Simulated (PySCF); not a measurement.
The third ionisation energy along the 5p block

Calculated with PySCF 2.14 from differences of total energies of unrestricted determinants, without spin-orbit coupling. Values in eV. The last column holds reference values (NIST; (s) semi-empirical, (t) theoretical, else measured). Unmarked ones compare directly (S terms, centres of terms, or small fine structure); those marked * lie between the lowest fine-structure levels and include a spin-orbit shift.

| element | configurations | UHF | PBE | r2SCAN | MP2 (valence) | SCS-MP2 (valence) | MP2 (valence and next inner shell) | reference |
| --- | --- | --- | --- | --- | --- | --- | --- | --- |
| In (aug-cc-pwCVTZ-DK3 with one added diffuse shell each of s, p, d, f type, spin-free X2C) | [Kr] 4d10 5s1 → [Kr] 4d10 | 26.626 | 28.570 | 28.229 | n/a | n/a | 28.121 | 28.044 |
| Sn (aug-cc-pwCVTZ-DK3 with one added diffuse shell each of s, p, d, f type, spin-free X2C) | [Kr] 4d10 5s2 → [Kr] 4d10 5s1 | 28.520 | 30.684 | 30.301 | 29.215 | 29.355 | 30.595 | 30.506 |
| Sb (aug-cc-pwCVTZ-DK3 with one added diffuse shell each of s, p, d, f type, spin-free X2C) | [Kr] 4d10 5s2 5p1 → [Kr] 4d10 5s2 | 24.154 | 24.718 | 24.873 | 24.389 | 24.381 | 24.648 | 25.323 * |
| Te (aug-cc-pwCVTZ-DK3 with one added diffuse shell each of s, p, d, f type, spin-free X2C) | [Kr] 4d10 5s2 5p2 → [Kr] 4d10 5s2 5p1 | 26.957 | 27.485 | 27.680 | 27.302 | 27.238 | 27.575 | 27.84 ± 0.04 * |
| I (aug-cc-pwCVTZ-DK3 with one added diffuse shell each of s, p, d, f type, spin-free X2C) | [Kr] 4d10 5s2 5p3 → [Kr] 4d10 5s2 5p2 | 29.850 | 30.286 | 30.560 | 30.303 | 30.174 | 30.580 | 29.57 ± 0.025 * |

"Valence" correlates the outer s and p shells and, in groups 3 to 12 and the f block, the outer d or f shell, open or full, or the next shell where the ion has no valence electron left; the wider scheme adds the next inner shell.
